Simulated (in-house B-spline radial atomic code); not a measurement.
Configurations of the europium ion Eu⁷⁺, with energies counted from [Kr] 4d10 (4f5/2)5 5s2 (5p1/2)2 (5p3/2)1. Computed with an all-electron radial atomic-structure program (B-spline basis): Dirac-Hartree-Fock, average of each configuration as written, Fermi nucleus of rms radius 5.1115 fm. Energies include first-order Breit, QED and recoil terms.

Occupations are held fixed; configurations that lie above the ionisation limit could autoionise.

```json
{"configuration": "[Kr] 4d10 (4f5/2)2 (4f7/2)3 5s2 (5p3/2)3", "E - E(ref) (eV)": "16.722", "highest orbital": "5p3/2", "its <r> (bohr)": "1.431"}
{"configuration": "[Kr] 4d10 (4f7/2)5 5s2 (5p1/2)2 (6d5/2)1", "E - E(ref) (eV)": "75.754", "highest orbital": "6d5/2", "its <r> (bohr)": "3.283"}
{"configuration": "[Kr] 4d10 (4f7/2)5 5s2 (5p1/2)1 (5p3/2)1 (6f5/2)1", "E - E(ref) (eV)": "92.915", "highest orbital": "6f5/2", "its <r> (bohr)": "4.277"}
{"configuration": "[Kr] 4d10 (4f5/2)2 (4f7/2)3 5s2 (5p1/2)2 (8g7/2)1", "E - E(ref) (eV)": "107.71", "highest orbital": "8g7/2", "its <r> (bohr)": "10.49"}
{"configuration": "[Kr] (4d3/2)3 (4d5/2)6 (4f5/2)4 (4f7/2)1 5s2 (5p3/2)3 (5g7/2)1", "E - E(ref) (eV)": "241.19", "highest orbital": "5g7/2", "its <r> (bohr)": "3.293"}
{"configuration": "[Kr] (4d3/2)3 (4d5/2)6 (4f5/2)3 (4f7/2)2 5s2 (5p1/2)2 (5p3/2)1 (7g7/2)1", "E - E(ref) (eV)": "246.46", "highest orbital": "7g7/2", "its <r> (bohr)": "7.669"}
```

(1) Order these further configurations by energy, lowest first.
A. [Kr] 4d10 (4f5/2)3 (4f7/2)2 5s2 (5p3/2)2 7s1
B. [Kr] 4d10 (4f7/2)5 5s2 (5p1/2)1 (5p3/2)2
C. [Kr] 4d10 (4f5/2)2 (4f7/2)2 5s2 (5p1/2)2 (5p3/2)1 (9d5/2)1
D. [Kr] 4d10 (4f5/2)4 (4f7/2)2 5s2 (5p1/2)1 (5p3/2)1
E. [Kr] 4d10 (4f5/2)3 (4f7/2)2 5s2 (5p1/2)2 (5p3/2)1

(2) How far above the reference does [Kr] 4d10 (4f7/2)5 5s2 (5p1/2)2 (5p3/2)1 lie?

## Answers

(1) E (5.0608 eV), B (10.054 eV), D (18.393 eV), A (90.269 eV), C (101.92 eV).

(2) 6.036 eV; its least bound orbital is 4f7/2 with <r> = 0.7725 bohr.
